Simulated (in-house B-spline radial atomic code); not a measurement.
Configurations of Gd⁸⁺, with energies counted from [Kr] 4d10 (4f5/2)6 5s2 (5p1/2)2. Level of theory: Dirac-Hartree-Fock, average of each configuration as written, Fermi nucleus of rms radius 5.1569 fm; calculated with a radial B-spline atomic code at the basis-set limit. Energies include first-order Breit, QED and recoil terms.

Occupations are held fixed; configurations that lie above the ionisation limit could autoionise.

| configuration | E - E(ref) (eV) | highest orbital | its <r> (bohr) |
| --- | --- | --- | --- |
| [Kr] 4d10 (4f5/2)6 5s2 (5p1/2)1 (5p3/2)1 | 5.8851 | 5p3/2 | 1.387 |
| [Kr] 4d10 (4f5/2)5 (4f7/2)1 5s2 (5p1/2)1 (5p3/2)1 | 9.3649 | 5p3/2 | 1.386 |
| [Kr] 4d10 (4f5/2)4 (4f7/2)1 5s2 (5p1/2)2 (8d3/2)1 | 111.09 | 8d3/2 | 6.653 |
| [Kr] 4d10 (4f5/2)5 (4f7/2)1 5s2 (5p3/2)1 (8d5/2)1 | 122.87 | 8d5/2 | 6.734 |
| [Kr] (4d3/2)3 (4d5/2)6 (4f5/2)6 5s2 (5p1/2)1 (5p3/2)1 (6d5/2)1 | 241.65 | 6d5/2 | 3.017 |
| [Kr] (4d3/2)3 (4d5/2)6 (4f5/2)3 (4f7/2)3 5s2 (5p3/2)2 (7p1/2)1 | 261.54 | 7p1/2 | 4.007 |
| [Kr] (4d3/2)3 (4d5/2)6 (4f5/2)1 (4f7/2)5 5s2 (5p1/2)1 (5p3/2)1 8s1 | 263.02 | 8s1/2 | 5.502 |

Question: Order these further configurations by energy, lowest first.
A. [Kr] (4d3/2)4 (4d5/2)5 (4f5/2)4 (4f7/2)2 5s2 (5p1/2)2 (9d3/2)1
B. [Kr] 4d10 (4f5/2)4 (4f7/2)1 5s2 (5p1/2)2 (7p3/2)1
C. [Kr] 4d10 (4f5/2)3 (4f7/2)3 5s2 (5p1/2)1 (5p3/2)1
D. [Kr] 4d10 (4f7/2)6 5s2 (5p3/2)1 8s1
E. [Kr] (4d3/2)3 (4d5/2)6 (4f5/2)3 (4f7/2)3 5s2 (5p3/2)2 (9g7/2)1

Answer: C (13.579 eV), B (93.465 eV), D (118.39 eV), A (263.87 eV), E (292.87 eV).

Question: How far above the reference does [Kr] 4d10 (4f7/2)5 5s2 (5p1/2)1 (5p3/2)1 (5g7/2)1 lie?

Answer: 101.49 eV; its least bound orbital is 5g7/2 with <r> = 2.932 bohr.

Question: How far above the reference does [Kr] 4d10 (4f5/2)5 (4f7/2)1 5s2 (5p3/2)1 (7p1/2)1 lie?

Answer: 104.18 eV; its least bound orbital is 7p1/2 with <r> = 4.037 bohr.

Question: How far above the reference does [Kr] (4d3/2)3 (4d5/2)6 (4f7/2)6 5s2 (5p1/2)1 (5p3/2)1 (9f5/2)1 lie?

Answer: 277.11 eV; its least bound orbital is 9f5/2 with <r> = 10.55 bohr.
